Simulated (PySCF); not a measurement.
**BeMeBr: computed shieldings and shifts**

BeMeBr, CH3BeBr, point group C3v.

Bonds: Be1-C2 1.668 Å, Be1-Br6 1.968 Å. C2 carries H3, H4, H5.

GIAO calculations in PySCF 2.14 on the PBE0-D3(BJ)/def2-SVP structure: isolated species, non-relativistic, equivalent atoms averaged; basis pcSseg-1.

**Question.** Give the isotropic shieldings (ppm) with PBE0, wB97X-D.

**Answer.** 
| atoms | environment | PBE0 | wB97X-D |
| --- | --- | --- | --- |
| Br6 | bromine bonded to Be | 2638 | 2682 |
| C2 | carbon bonded to Be, 3 H | 198.3 | 199.7 |
| Be1 | Be bonded to C, Br | 85 | 88 |
| H3/H4/H5 | hydrogen on a carbon bonded to Be | 31.66 | 31.79 |
| HOMO–LUMO gap (eV) | – | 8.76 | 12.44 |

**Question.** And the chemical shifts, against references computed in the same way?

**Answer.** 
```tsv
atoms	nucleus, reference	PBE0	wB97X-D
Br6	$^{79}$Br, HBr	-54	-106
C2	$^{13}$C, TMS	-13.9	-15.2
H3/H4/H5	$^{1}$H, TMS	-0.39	-0.41
```

**Question.** Which part of the shielding of Br6 depends on the functional?

**Answer.** Diamagnetic: PBE0 3126, wB97X-D 3127 ppm; paramagnetic: PBE0 -488, wB97X-D -445 ppm. The diamagnetic part, set mainly by inner electrons, hardly moves; the paramagnetic part goes with low-lying magnetically allowed excitations and carries the spread.

**Question.** What couplings does B3LYP/pcJ-1 (pcSseg-1 on Br) give?

**Answer.** $^{1}J$(C2,H3) = 123.7, $^{2}J$(H3,H4) = -16.2 Hz (averaged over equivalent pairs; isotopes $^{13}$C, $^{1}$H).

Relativistic effects, spin–orbit coupling among them, are left out; they matter for Br and for the light atoms bonded to it.
